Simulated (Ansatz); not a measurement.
Molecule: WH$_{2}$, charge 0, multiplicity 5. The spin state was set by rule; other spins were not relaxed. 
Structure (B3LYP-D3(BJ)/def2-TZVP (Ansatz, an electronic-structure program) minimum search):
```
W
H 1 1.7198
H 1 1.7198 2 113.18
```
Charge 0, spin multiplicity 5.

Total electronic energies in hartree. Correlated levels leave the core frozen unless marked. Open shells are spin-unrestricted. No spin-orbit coupling. The frozen core is the preceding noble-gas configuration, with the filled d and f shells of earlier blocks. In def2 rows, elements after Kr have scalar-relativistic effective core potentials. CBS(X,Y): correlation extrapolated as X^-3; Hartree-Fock from the larger set.

| level | program | energy (Eh) |
|---|---|---|
| HF/def2-SVPD | Ansatz | -67.47687 |
| CAM-B3LYP-D3(BJ)/def2-TZVPD | Ansatz + dftd3 | -68.09255 |
| CAM-B3LYP-D4/def2-TZVPD | Ansatz + dftd4 | -68.09293 |
| LC-wPBE-D3(BJ)/def2-TZVPD | Ansatz + dftd3 | -68.16767 |
| B2GP-PLYP/def2-TZVPD | Ansatz | ___ |
| B2PLYP/def2-TZVPD | Ansatz | ___ |
| CCSD/CBS(def2-TZVPPD,def2-QZVPPD) | Ansatz | -67.6596 |
| CCSD(T)/def2-SVPD | Ansatz | -67.61199 |
| CCSD(T)/CBS(def2-TZVPPD,def2-QZVPPD) | Ansatz | -67.6664 |

**Question.** Complete the blanks.

**Answer.** 
- B2GP-PLYP/def2-TZVPD, energy (Eh): -67.88518
- B2PLYP/def2-TZVPD, energy (Eh): -67.93859
